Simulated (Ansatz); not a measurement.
Born–Oppenheimer molecular dynamics of CH4AlClF2Si (10 atoms, charge 0, multiplicity 1). It starts from a relaxed structure.

Method: Ansatz 0.2.0, RKS revPBE-D4/STO-3G.

```
ensemble                      : NVE (Milne-controlled integrator)
time step                     : 0.5 fs
steps asked                   : 500
starting velocities drawn for : 400 K
seed                          : 693790
```

First frame:

```xyz
10
Properties=species:S:1:pos:R:3
F -1.484 -1.413 -0.244
C -0.529 -0.378 -0.532
Si 1.241 -0.843 0.075
Al -1.089 1.363 0.171
F -1.428 2.676 -0.748
Cl -1.286 1.639 2.247
H -0.458 -0.271 -1.654
H 1.707 -2.086 -0.530
H 1.266 -0.977 1.526
H 2.144 0.238 -0.308
```

(1) How far do the bonds stretch over the last three quarters of this one trajectory? (Pairs bonded in most of those frames.)

Answers

(1) 
| bond | mean (Å) | spread (Å) | shortest | longest |
| --- | --- | --- | --- | --- |
| F1–C2 | 1.440 | 0.017 | 1.41 | 1.47 |
| C2–Si3 | 1.941 | 0.037 | 1.85 | 2.00 |
| C2–Al4 | 1.964 | 0.034 | 1.89 | 2.02 |
| C2–H7 | 1.134 | 0.037 | 1.08 | 1.19 |
| Si3–H8 | 1.460 | 0.020 | 1.42 | 1.50 |
| Si3–H9 | 1.462 | 0.016 | 1.44 | 1.49 |
| Si3–H10 | 1.461 | 0.023 | 1.42 | 1.50 |
| Al4–F5 | 1.639 | 0.014 | 1.61 | 1.66 |
| Al4–Cl6 | 2.107 | 0.016 | 2.08 | 2.14 |

Mean temperature of the second half: 228 K. The conserved energy stayed within 0.0088 meV per atom of its start (net change -0.0011 meV per atom), so the integration is sound. Over the second half the temperature averaged 0.57 of the 400 K drawn at the start: a run that starts near a minimum puts about half its kinetic energy into the potential. A run of 0.25 ps of so small a system gives no equilibrium averages. Limits of this set-up: minimal basis.

The run took 16 min on 1 thread of Arm Neoverse V1 (shared host), peak memory 0.087 GiB.
